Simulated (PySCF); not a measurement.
Br2Sn (SMILES [Br][Sn][Br]), singlet, geometry from GFN2-xTB (such geometries of metal compounds can be far from the true shape) (all electrons, no relativity); PySCF with M06L/STO-3G.

The PySCF input:
```python
from pyscf import gto, scf, dft

mol = gto.Mole()
mol.atom = '''
    Sn   -0.02127691   -0.00100366    0.95007996
    Br    1.02717262    1.67331750   -0.65419857
    Br   -0.99677703   -1.67188370   -0.70305852
'''
mol.basis = 'sto-3g'
mol.verbose = 4
mol.build()

mf = dft.RKS(mol)
mf.xc = 'm06l'
mf.grids.prune = dft.gen_grid.sg1_prune
mf.kernel()
mf.analyze()
```

It wrote (shortened):

```
PySCF version 2.14.0

[INPUT] verbose = 4
[INPUT] num. atoms = 3
[INPUT] num. electrons = 120
[INPUT] charge = 0
[INPUT] spin (= nelec alpha-beta = 2S) = 0
[INPUT] symmetry False subgroup None
[INPUT] Mole.unit = angstrom
[INPUT] Symbol           X                Y                Z      unit          X                Y                Z       unit  Magmom
[INPUT]  1 Sn    -0.021276910000  -0.001003660000   0.950079960000 AA   -0.040207532677  -0.001896642522   1.795390920838 Bohr   0.0
[INPUT]  2 Br     1.027172620000   1.673317500000  -0.654198570000 AA    1.941074934452   3.162111794442  -1.236256128382 Bohr   0.0
[INPUT]  3 Br    -0.996777030000  -1.671883700000  -0.703058520000 AA   -1.883635593957  -3.159402305124  -1.328588052342 Bohr   0.0

nuclear repulsion = 893.574164508751
number of shells = 27
number of NR pGTOs = 189
number of NR cGTOs = 63
basis = sto-3g
ecp = {}

******** <class 'pyscf.dft.rks.RKS'> ********
method = RKS
initial guess = minao
damping factor = 0
level_shift factor = 0
DIIS = <class 'pyscf.scf.diis.CDIIS'>
diis_start_cycle = 1
diis_space = 8
diis_damp = 0
SCF conv_tol = 1e-09
SCF conv_tol_grad = None
SCF max_cycles = 50
direct_scf = True
direct_scf_tol = 1e-13
XC library pyscf.dft.libxc version 7.1.2
    S. Lehtola, C. Steigemann, M. J. T. Oliveira, and M. A. L. Marques,  SoftwareX 7, 1–5 (2018)
XC functionals = m06l
    Y. Zhao and D. G. Truhlar,  J. Chem. Phys. 125, 194101 (2006)
    Y. Zhao and D. G. Truhlar,  J. Chem. Phys. 125, 194101 (2006)
    Y. Zhao and D. G. Truhlar,  Theor. Chem. Acc. 120, 215 (2008)
radial grids:
    Treutler-Ahlrichs [JCP 102, 346 (1995); DOI:10.1063/1.469408] (M4) radial grids

becke partition: Becke, JCP 88, 2547 (1988); DOI:10.1063/1.454033
pruning grids: <function sg1_prune>
grids dens level: 3
symmetrized grids: False
atomic radii adjust function: <function treutler_atomic_radii_adjust>
small_rho_cutoff = 0
Set gradient conv threshold to 3.16228e-05
Initial guess from minao.
Traceback (most recent call last):
  File "input.py", line 16, in <module>
  File "<string>", line 2, in kernel
  File "site-packages/pyscf/scf/hf.py", line 2099, in scf
  File "site-packages/pyscf/scf/hf.py", line 132, in kernel
  File "site-packages/pyscf/dft/rks.py", line 70, in get_veff
  File "site-packages/pyscf/dft/rks.py", line 506, in initialize_grids
  File "site-packages/pyscf/dft/gen_grid.py", line 653, in build
  File "<string>", line 6, in gen_atomic_grids
  File "site-packages/pyscf/dft/gen_grid.py", line 318, in gen_atomic_grids
  File "site-packages/pyscf/dft/gen_grid.py", line 81, in sg1_prune
IndexError: index 50 is out of bounds for axis 0 with size 19
```

The program refused the input.
